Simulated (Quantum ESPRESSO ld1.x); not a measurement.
Task: C0.8+, configuration [He] 2s1.2 2p2 (fractional occupations, a model configuration). Method: Dirac Kohn-Sham, LDA (Slater exchange, Perdew-Zunger correlation), spin-unpolarised, spherical densities, point nucleus; open shells are shared between the two j in proportion to 2j + 1; computed with ld1.x of Quantum ESPRESSO 7.5. Some entries of the table are withheld. Estimate them.

| orbital | occ. | eigenvalue (eV) | <r^2> (bohr^2) |
|---|---|---|---|
| 1s1/2 | 2 | -282.633 | 0.1006 |
| 2s1/2 | 1.2 | (1) | 2.670 |
| 2p1/2 | 0.666667 | -14.645 | (2) |
| 2p3/2 | 1.33333 | -14.633 | (3) |

Result: 
(1) 2s1/2 eigenvalue (eV): -23.114
(2) 2p1/2 <r^2> (bohr^2): 3.028
(3) 2p3/2 <r^2> (bohr^2): 3.032
